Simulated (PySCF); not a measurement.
Al(H)(NHMe)(OH) (CH6AlNO), SMILES C[NH][AlH][OH].

Geometry: PBE0-D3(BJ)/def2-SVP. Other conformers were not sampled.

Method: PySCF with r2SCAN/def2-TZVP.

Gas-phase values at a fixed geometry.

Q: Estimate the frontier levels, gap, dipole moment and polarisability. (The exact figures need the calculation; the answer reports its results.)

A: 
The highest occupied level is -5.58 eV. The lowest empty level is -0.24 eV, the orbital gap is 5.34 eV and the dipole moment is 0.39 D. The quadrupole, principal values (traceless, Buckingham form, about the centre of nuclear charge) is -6.39, -1.05, 7.44 D·Å and the mean static polarisability is 50.8 bohr³ (7.52 Å³). The polarisability, principal values is 42.7, 48.1, 61.5 bohr³.
